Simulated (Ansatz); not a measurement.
This geometry of CH$_{6}$BSb (9 atoms, charge 0, multiplicity 1) is a first-order saddle point.

Level of theory: RKS PBE-D4/def2-SVP (Ansatz 0.2.0).

```xyz
9
Properties=species:S:1:pos:R:3
C -0.562 1.190 -0.666
B -0.098 -0.308 -0.621
Sb 0.703 -1.207 1.108
H -1.632 1.234 -0.968
H -0.004 1.723 -1.468
H -0.448 1.767 0.272
H -0.146 -1.095 -1.546
H 1.231 -2.807 1.262
H 0.956 -0.497 2.626
```

Question: Which two structures does it join? (They come from a converged band through this point; their orientation in space is the band's.)

Answer: No bond is made or broken. The height of Sb3 over the plane of its neighbours goes from -1.00 to 1.00 Å. The two ends are copies of one structure, up to a mirror image or an exchange of like atoms.

Initial state:

```xyz
9
Properties=species:S:1:pos:R:3
C -0.494 1.118 -0.583
B 0.167 -0.295 -0.579
Sb 1.408 -1.097 1.114
H -1.595 0.924 -0.594
H -0.304 1.665 -1.533
H -0.283 1.780 0.279
H 0.090 -0.999 -1.573
H 0.629 -2.640 1.119
H 0.381 -0.456 2.351
```

Final state:

```xyz
9
Properties=species:S:1:pos:R:3
C -0.684 1.053 -0.512
B -0.294 -0.453 -0.398
Sb 0.472 -1.420 1.479
H -1.661 1.198 -1.023
H 0.064 1.491 -1.218
H -0.651 1.655 0.417
H -0.474 -1.196 -1.349
H 1.758 -2.248 0.676
H 1.470 -0.080 1.929
```

Question: How far does it lie above each of them?

Answer: 0.66 eV above the first and 0.66 eV above the second. This is the barrier of this one path; another mechanism may lie lower.

Run time: 77 s on 1 thread of Arm Neoverse V2, on a shared host, peak memory 0.11 GiB.
